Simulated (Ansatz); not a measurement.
Reaction (hydrogenolysis of the Si–Cl bond): `N[Si](N)(N)Cl` + H₂ → `N[SiH](N)N` + HCl

Program: Ansatz. Geometries: PBE0-D4/def2-TZVP. ΔE: electronic, gas phase. CCSD(T)/CBS adds triple-zeta CCSD(T) − MP2 to the extrapolated MP2 energy (def2 sets, frozen cores). This one scheme is used for every species. DFT in def2-TZVPP. One conformer a species, not always the lowest.

CCSD(T)/CBS gives +93.6 kJ/mol.

**Question.** Another level gave +90.0 kJ/mol. Which?
A. revPBE-D4/def2-TZVPP
B. ωB97M-V/def2-TZVPP
C. BLYP/def2-TZVPP
D. SCS-MP2/def2-TZVPP

**Answer.** D. SCS-MP2/def2-TZVPP 90.0, ωB97M-V 97.4, BLYP 82.9, revPBE-D4 101.8 kJ/mol.

Largest T1 diagnostic among the species: 0.010.

Leaving LDA and LC-ωPBE aside and taking each functional with its dispersion term where it has one, the values, not all of them listed here, spread over 12.2 kJ/mol, from B2PLYP to revPBE-D4. LDA lies +4.3 kJ/mol from PBE without D4. In def2-TZVPP, CCSD(T) changes the Hartree–Fock value by +6.5 kJ/mol (the triples alone add +3.4 kJ/mol) and MP2 by +16.2 kJ/mol.
